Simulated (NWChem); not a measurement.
## Atomisation of C₂H₃Cl₂F

SMILES: CC(F)(Cl)Cl
```xyz
8

C      1.6990    -0.3307     0.0000
C      0.1874    -0.2891     0.0000
F     -0.3109    -1.5427     0.0000
Cl    -0.4328     0.5485    -1.4704
Cl    -0.4328     0.5485     1.4704
H      2.0407    -0.8656     0.8980
H      2.1118     0.6858     0.0000
H      2.0407    -0.8656    -0.8980
```
Charge 0, spin multiplicity 1.

Program: NWChem. Structure: optimised with B3LYP/def2-SVP, a minimum by its harmonic frequencies.

Basis set: def2-TZVP. The atomisation energy is electronic alone: no zero-point, thermal, spin-orbit or counterpoise terms. No value is extrapolated to the basis-set limit. Free atoms are single determinants with multiplicities C 3, F 2, Cl 2, H 2. Correlated methods freeze the same cores in atoms and molecule, 13 orbitals in all.

```csv
method,atomisation energy (kcal/mol),relative cost
PBE0,682.3,1
B3LYP,666.6,under 3
PBE,700.4,under 3
TPSS,680.2,under 3
HF,476.5,under 3
MP2,674.5,6
LC-wPBE (omega 0.3 per bohr),687.8,20
CAM-B3LYP,673.7,20
```

The values span 223.8 kcal/mol, from HF (lowest) to PBE (highest). Costs are rough ratios of processor time within this set of runs, SCF included, with PBE0 as 1. Costs are the molecule's.

B3LYP has NWChem's definition, with VWN1-RPA local correlation. GW and range-separated runs recompute their integrals, the others keep them in memory, which bears on the times. The structure started from a generated list of species. The stability of the SCF solutions was not checked. Open-shell Hartree-Fock references start from PBE0 orbitals; any time given for them includes that run.
